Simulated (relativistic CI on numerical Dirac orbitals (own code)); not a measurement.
Level scheme of Ne VIII

Computed by Dirac-Coulomb-Breit CI, orbitals from a KLI potential per configuration, model QED, valence Slater integrals scaled by 0.9, P86 correlation estimate, and configurations built on the next ion tied to the tabulated ionisation energy (semi-empirical) (own radial code, finite nucleus).

Configurations in the expansion (outside the closed core 1s2): 2s, 2p, 3s, 3p, 3d, 4s, 4p, 4f, 4d. Levels of other configurations are missing.

The lowest level is 2s ²S1/2, with 100 % of that term; Hund's rules for 2s give ²S with J = 1/2, in agreement.

```csv
No.,Configuration,Term,J,E (eV),%,Next component (%),Landé g
1,2s,²S,1/2,0.000,100,,2.002
2,2p,²P°,1/2,16.174,100,,0.665
3,2p,²P°,3/2,16.376,100,,1.334
4,3s,²S,1/2,136.211,100,,2.002
5,3p,²P°,1/2,140.550,100,,0.666
6,3p,²P°,3/2,140.608,100,,1.334
7,3d,²D,3/2,141.892,100,,0.799
8,3d,²D,5/2,141.911,100,,1.200
9,4s,²S,1/2,182.037,100,,2.002
10,4p,²P°,1/2,183.815,100,,0.666
11,4p,²P°,3/2,183.840,100,,1.334
12,4d,²D,3/2,184.429,100,,0.799
13,4d,²D,5/2,184.437,100,,1.200
14,4f,²F°,5/2,184.669,100,,0.857
15,4f,²F°,7/2,184.673,100,,1.143
```

Energies count from the lowest computed level; ° marks odd parity.

The mean weight of the leading LS term, summed over parents, in these 15 levels is 100 %, and that of the leading jj configuration (from the same eigenvectors) 100 %.

Configurations that consist of the next ion and one excited electron were tied to the tabulated ionisation energy; Rydberg ones are usually within 1,000 to 3,000 cm⁻¹ and the lowest ones within about 6,000 (9,000 in d shells), while levels on excited terms of the next ion carry the error of that term, and the other configurations can be misplaced by 10,000 cm⁻¹ or more. Rates follow the energies as ν³ (E1, M1) or ν⁵ (E2), so rates, branching and lifetimes can be off by large factors.
